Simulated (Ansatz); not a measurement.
Isolated molecules relaxed with PBE0-D4/def2-TZVP in Ansatz; ΔE leaves out vibrations. CCSD(T)/CBS adds triple-zeta CCSD(T) − MP2 to the extrapolated MP2 energy (def2 sets, frozen cores). This one scheme is used for every species, atoms too. Functionals use def2-TZVPP. B3LYP here is the variant with VWN-RPA as its local correlation; programs differ in this. Open shells (•) are unrestricted, without spin–orbit coupling. Spin–orbit coupling would lower the free atoms: a little for C, Si. Each species was taken in one conformer, which may not be the lowest.

`CC/C=C/[SiH3]` → 4 C• + 10 H• + Si•  (atomization)

```json
{"level": "PBE-D4", "ΔE (kcal/mol)": "1383.2", "difference from CCSD(T)/CBS": "17.8"}
{"level": "r2SCAN-D4", "ΔE (kcal/mol)": "1367.8", "difference from CCSD(T)/CBS": "2.4"}
{"level": "PBE0-D4", "ΔE (kcal/mol)": "1370.3", "difference from CCSD(T)/CBS": "4.9"}
{"level": "B3LYP-D4", "ΔE (kcal/mol)": "1368.0", "difference from CCSD(T)/CBS": "2.6"}
{"level": "ωB97X-V", "ΔE (kcal/mol)": "1368.3", "difference from CCSD(T)/CBS": "2.9"}
{"level": "ωB97M-V", "ΔE (kcal/mol)": "1368.6", "difference from CCSD(T)/CBS": "3.2"}
{"level": "B2PLYP", "ΔE (kcal/mol)": "1353.3", "difference from CCSD(T)/CBS": "-12.1"}
{"level": "PBE", "ΔE (kcal/mol)": "1376.5", "difference from CCSD(T)/CBS": "11.1"}
{"level": "r2SCAN", "ΔE (kcal/mol)": "1366.0", "difference from CCSD(T)/CBS": "0.6"}
{"level": "PBE0", "ΔE (kcal/mol)": "1364.7", "difference from CCSD(T)/CBS": "-0.7"}
{"level": "B3LYP", "ΔE (kcal/mol)": "1357.3", "difference from CCSD(T)/CBS": "-8.1"}
{"level": "HF/def2-TZVPP", "ΔE (kcal/mol)": "1041.1", "difference from CCSD(T)/CBS": "-324.3"}
{"level": "MP2/def2-TZVPP", "ΔE (kcal/mol)": "1344.7", "difference from CCSD(T)/CBS": "-20.7"}
{"level": "SCS-MP2/def2-TZVPP", "ΔE (kcal/mol)": "1345.8", "difference from CCSD(T)/CBS": "-19.6"}
{"level": "CCSD/def2-TZVPP", "ΔE (kcal/mol)": "1320.8", "difference from CCSD(T)/CBS": "-44.6"}
{"level": "CCSD(T)/def2-TZVPP", "ΔE (kcal/mol)": "1336.4", "difference from CCSD(T)/CBS": "-29.0"}
{"level": "HF/def2-QZVPP", "ΔE (kcal/mol)": "1042.4", "difference from CCSD(T)/CBS": "-323.0"}
{"level": "MP2/def2-QZVPP", "ΔE (kcal/mol)": "1361.8", "difference from CCSD(T)/CBS": "-3.6"}
{"level": "SCS-MP2/def2-QZVPP", "ΔE (kcal/mol)": "1365.2", "difference from CCSD(T)/CBS": "-0.2"}
{"level": "HF/CBS(def2)", "ΔE (kcal/mol)": "1042.7", "difference from CCSD(T)/CBS": "-322.7"}
{"level": "MP2/CBS(def2)", "ΔE (kcal/mol)": "1373.7", "difference from CCSD(T)/CBS": "8.3"}
{"level": "CCSD/CBS(def2)", "ΔE (kcal/mol)": "1349.8", "difference from CCSD(T)/CBS": "-15.6"}
{"level": "CCSD(T)/CBS", "ΔE (kcal/mol)": "1365.4", "difference from CCSD(T)/CBS": "0"}
```

Largest T1 diagnostic among the species: 0.012.

The D4 term adds +10.7 kcal/mol with B3LYP and +5.7 kcal/mol with PBE0; it sums over pairs of atoms, weighted by their polarisabilities, and B3LYP, whose exchange is more repulsive, gets the larger term. In def2-TZVPP, CCSD(T) changes the Hartree–Fock value by +295.3 kcal/mol (the triples alone add +15.6 kcal/mol) and MP2 by +303.6 kcal/mol; breaking electron pairs costs correlation energy, which Hartree–Fock lacks.

For atomizations the MP2-based limit and the directly extrapolated one differ by several kJ/mol either way, and by 10 to 25 for some Ge, Se and Sn compounds, so smaller differences from it don't rank the levels.
